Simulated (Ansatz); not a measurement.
The same path of BCl2H2N + H2 (8 atoms, charge 0, multiplicity 1) was run twice with different band settings. Lost on the way: H7–H8. Made: B1–H7, N2–H8.

Method: RHF/def2-SVP in Ansatz 0.2.0.

Relaxed end points:

```xyz
8
Properties=species:S:1:pos:R:3
B 0.089 -0.600 0.288
N 0.100 -0.662 1.669
H -0.727 -0.829 2.204
H 0.935 -0.544 2.204
Cl 1.592 -0.302 -0.608
Cl -1.428 -0.819 -0.608
H -0.735 3.162 0.426
H -0.616 3.047 1.155
```

```xyz
8
Properties=species:S:1:pos:R:3
B -0.032 0.479 0.071
N -0.146 0.293 1.686
H -0.315 -0.677 1.910
H 0.711 0.577 2.136
Cl 1.411 -0.579 -0.411
Cl -1.661 -0.125 -0.575
H 0.151 1.644 -0.139
H -0.909 0.841 2.053
```

Common settings: movable images 9; climbing image yes; spring 5.0 eV/Å²; optimiser quadratic models (default); force threshold 0.03 eV/Å; iteration limit 60; end points relaxed.

| run | start path |
| --- | --- |
| 1 | through a guess of the saddle point |
| 2 | straight line |

Question: What does each run give, and how far can it be trusted?

Answer: Run 1: converged after 15 iterations, highest image 2.453 eV above the first end. Neighbouring images differ by up to 1.5 eV, so the band resolves the path poorly. A vibrational analysis at the climbing image gives one clearly imaginary mode, 1852i cm⁻¹: a first-order saddle point.
Run 2: converged after 25 iterations, highest image 2.453 eV above the first end. Neighbouring images differ by up to 1.5 eV, so the band resolves the path poorly. Another band between the same ends (9 images) ends at a top of the same energy, where a vibrational analysis finds 1 clearly imaginary mode.
The orbitals stay closed-shell, which can raise the energy where a bond breaks towards radicals; this wasn't checked here.
